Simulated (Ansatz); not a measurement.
Isomers of C2H7FSSi, relaxed with PBE0-D4/def2-TZVP in Ansatz; electronic energies, one conformer each and not always the lowest. Functionals use def2-TZVPP; CBS adds triple-zeta CCSD(T) − MP2 to the MP2 limit of def2-TZVPP and def2-QZVPP.

Order them by energy at frozen-core CCSD(T)/CBS, lowest first. (Best estimate.)
A. `CC(F)S[SiH3]`
B. `C[Si](C)(F)S`
C. `CSC(F)[SiH3]`

B (0.0 kcal/mol), A (77.7 kcal/mol), C (98.5 kcal/mol).

How do ωB97M-V, B2PLYP, HF/CBS(def2), B3LYP place them (kcal/mol, against `C[Si](C)(F)S`)? (Estimate.)

Computed: 
| isomer | ωB97M-V | B2PLYP | HF/CBS(def2) | B3LYP |
| --- | --- | --- | --- | --- |
| `CSC(F)[SiH3]` | 97.3 | 97.0 | 99.1 | 94.7 |
| `CC(F)S[SiH3]` | 76.9 | 76.8 | 77.2 | 75.2 |

B3LYP here is the variant with VWN-RPA as its local correlation; programs differ in this.
